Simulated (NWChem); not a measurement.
System meant: MnHSBr, sextet; SMILES [SH][Mn][Br]

Here is an NWChem input.

```
start job
memory heap 200 mb stack 900 mb global 1100 mb
geometry units angstroms noautoz
  Mn    -0.034715     0.417398     0.000000
  Br     0.214054    -1.909943     0.000000
  S     -0.305304     2.678252     0.000000
  H     -1.655413     2.585090     0.000000
end
basis spherical
  Mn library def2-svp
  Br library def2-svp
  S library def2-svp
  H library def2-svp
end
dft
  odft
  mult 7
  xc pbe0
  iterations 150
  mulliken
end
task dft energy
```

End of the output:

```
 Summary of "ao basis" -> "" (spherical)
 ------------------------------------------------------------------------------
       Tag                 Description            Shells   Functions and Types
 ---------------- ------------------------------  ------  ---------------------
 Mn                         def2-svp                11       31   5s3p2d1f
 Br                         def2-svp                12       32   5s4p3d
 S                          def2-svp                 8       18   4s3p1d
 H                          def2-svp                 3        5   2s1p

                                 NWChem DFT Module
                                 -----------------

 Summary of "ao basis" -> "ao basis" (spherical)
 ------------------------------------------------------------------------------
       Tag                 Description            Shells   Functions and Types
 ---------------- ------------------------------  ------  ---------------------
 Mn                         def2-svp                11       31   5s3p2d1f
 Br                         def2-svp                12       32   5s4p3d
 S                          def2-svp                 8       18   4s3p1d
 H                          def2-svp                 3        5   2s1p

      Symmetry analysis of basis
      --------------------------

        a'         60
        a"         26

  number of electrons :                   77
  multiplicity        :                    7
 ------------------------------------------------------------------------
  no. of electrons and multiplicity not compatible                  77
 ------------------------------------------------------------------------
 ------------------------------------------------------------------------
  current input line :
    22: task dft energy
 ------------------------------------------------------------------------
 ------------------------------------------------------------------------
 There is an error in the input file
 ------------------------------------------------------------------------
 For more information see the NWChem manual at https://nwchemgit.github.io

0: no. of electrons and multiplicity not compatible:Received an Error in Communication
```

**Question.** What is wrong, and how is it mended?

**Answer.** The input was rejected before any calculation. Cause: the multiplicity doesn't fit the number of electrons (an even count wants an odd multiplicity, and the reverse). This input runs:
```
start job
memory heap 200 mb stack 900 mb global 1100 mb
geometry units angstroms noautoz
  Mn    -0.034715     0.417398     0.000000
  Br     0.214054    -1.909943     0.000000
  S     -0.305304     2.678252     0.000000
  H     -1.655413     2.585090     0.000000
end
basis spherical
  * library def2-svp
end
dft
  odft
  mult 6
  xc pbe0
  iterations 150
  mulliken
end
task dft energy
```
It converges to -4122.82462 Ha (PBE0/def2-SVP, spin-unrestricted).
